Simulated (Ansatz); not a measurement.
CH5Ga, singlet: a relaxation.

Input (in.yaml):

```yaml
crystal:
  periodic: [false, false, false]
  atoms:
    - {symbol: Ga, position_ang: [-1.566811, -0.156032, -0.853088]}
    - {symbol: H, position_ang: [0.116446, -0.754113, -0.496487]}
    - {symbol: H, position_ang: [-0.234675, -1.442549, -1.163946]}
    - {symbol: C, position_ang: [0.262141, 0.426023, 0.434378]}
    - {symbol: H, position_ang: [1.265438, 0.014372, 0.589933]}
    - {symbol: H, position_ang: [0.386475, 1.452288, 0.078415]}
    - {symbol: H, position_ang: [-0.229013, 0.460111, 1.410794]}
basis:
  gaussian: {orbitals: def2-TZVP}
hamiltonian: {xc: pbe, dispersion: d4}
relax: {f_tol: 0.01, max_steps: 60, escape_saddle: true}
```

Run by:

```bash
ansatz run in.yaml --threads 2 --pin off --events-out ev --progress --plain --max-ram 4352MiB
```

The run's output (Ansatz 0.2.0):

```
Error: invalid value for `relax.escape_saddle`: a Gaussian basis doesn't support `true`; leave it out, and run phonons on the result
```

The run took about 0.05 s on 2 CPU threads of an Arm Neoverse V1 (shared host).


The program refused the input.